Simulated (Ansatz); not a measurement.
Calculated with Ansatz (gas phase, PBE0-D4/def2-TZVP geometries, no zero-point term in ΔE). CCSD(T)/CBS adds triple-zeta CCSD(T) − MP2 to the extrapolated MP2 energy (def2 sets, frozen cores). Double bonds are as drawn, so ΔE can hold a change between cis and trans. DFT in def2-TZVPP. For Ge outer-core shells are correlated without core-valence functions, which leaves a few kJ/mol of doubt a bond. Scalar relativity is left out up to krypton. One conformer a species, not always the lowest.

Consider the formal exchange of groups at a Ge–H bond: `[NH2][GeH2][Cl]` + `C/N=C(/O)F` → `[NH2][GeH]([F])[Cl]` + `C/N=C/O`.

**Question.** Is it downhill or uphill in electronic energy at CCSD(T)/CBS, and by how much? (Estimate.)

**Answer.** Ansatz gave: Downhill: ΔE = -28.8 kcal/mol.

**Question.** What do these levels give: LDA (SPW92), PBE-D4, revPBE-D4, B97M-V, PBE0-D4, B2PLYP, BLYP, r2SCAN, r2SCAN0, HF/def2-SVP, CCSD(T)/def2-TZVPP, HF/def2-QZVPP? (Best estimate.)

**Answer.** The calculation gave: LDA (SPW92) -21.8, PBE-D4 -25.1, revPBE-D4 -25.6, B97M-V -26.2, PBE0-D4 -25.0, B2PLYP -28.3, BLYP -27.1, r2SCAN -25.8, r2SCAN0 -25.7, HF/def2-SVP -23.2, CCSD(T)/def2-TZVPP -28.2, HF/def2-QZVPP -27.8 kcal/mol.

**Question.** What do rigid-rotor, harmonic-oscillator terms from PBE0-D4/def2-TZVP frequencies (298.15 K, 1 bar) make of the CCSD(T)/CBS value? (An estimate is asked.)

**Answer.** The calculation gave: ΔZPE = +1.0 kcal/mol, ΔH = -27.6 kcal/mol, ΔS = 0 J/(mol·K), ΔG = -27.6 kcal/mol.

Largest T1 diagnostic among the species: 0.013.

At CCSD(T), def2-SVP lies +3.9 kcal/mol from the extrapolated value and def2-TZVPP +0.6 kcal/mol. Leaving LDA and LC-ωPBE aside and taking each functional with its dispersion term where it has one, the values, not all of them listed here, spread over 3.3 kcal/mol, from B2PLYP to HSE06-D4. LDA lies +3.1 kcal/mol from PBE without D4. In def2-TZVPP, CCSD(T) changes the Hartree–Fock value by −0.9 kcal/mol (the triples alone add −0.1 kcal/mol) and MP2 by −2.3 kcal/mol.
